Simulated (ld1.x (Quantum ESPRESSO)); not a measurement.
**lanthanum, TM: configuration errors across variants**

lanthanum (La), norm-conserving Troullier–Martins (Kleinman–Bylander form), made with ld1.x (Quantum ESPRESSO) 7.5 (Wu–Cohen, scalar-relativistic). Core [Kr] 4d10, reference 4f0 5s2 5p6 5d2 6s1 6p0. Waves: 5p (bound): rc 2.80 bohr; 5d (bound): rc 2.45 bohr; 4f (bound, empty): rc 1.25 bohr; 5s (bound): rc 1.50 bohr. Local part: the s channel. Core correction: none.

Occupied shells without a wave of their own: 6s. They enter only through the test configuration that unscreens the potential.

All-electron excitation energies from the reference (eV): (1) 4f0 5s2 5p6 5d1 6s2 6p0 -0.816; (2) 4f0 5s2 5p6 5d1 6s1 6p0 5.181; (3) 4f0 5s2 5p6 5d1 6s0 6p0 15.968; (4) 4f0 5s2 5p6 5d0 6s0 6p0 34.873; (5) 4f0 5s2 5p5 5d1 6s2 6p0 26.156; (6) 4f1 5s2 5p6 5d0 6s1 6p0 5.399; (7) 4f0 5s2 5p6 5d2 6s0 6p0 5.199.

For the base: The 6s level has no wave, so the channel is fitted at the deeper level alone: the likely source of the large errors.

3 further variants failed, have other tests or another functional or relativity, and are left out.

The file “wave 5s (bound): rc 1.50 bohr becomes 5s (bound): rc 2.20 bohr” misses its own reference levels by 0.3 eV.

Errors AE − PS in meV (a dash: test not solved or not reliable):

```csv
change,(1),(2),(3),(4),(5),(6),(7),bound ghosts
base,+46,+1.7,-79,-108,+72,+277,-54,none
wave 5s (bound): rc 1.50 bohr becomes 5s (bound): rc 2.20 bohr,+404,+6.5,-728,-1021,+813,+119,-484,none
wave 5p (bound): rc 2.80 bohr becomes 5p (bound): rc 3.68 bohr,+46,+1.8,-79,-108,+67,+252,-54,none
```

Give the same row for: wave 4f (bound): rc 1.25 bohr becomes 4f (bound): rc 1.10 bohr.

+46, +1.7, -79, -108, +72, +298, -54; bound ghosts: none.
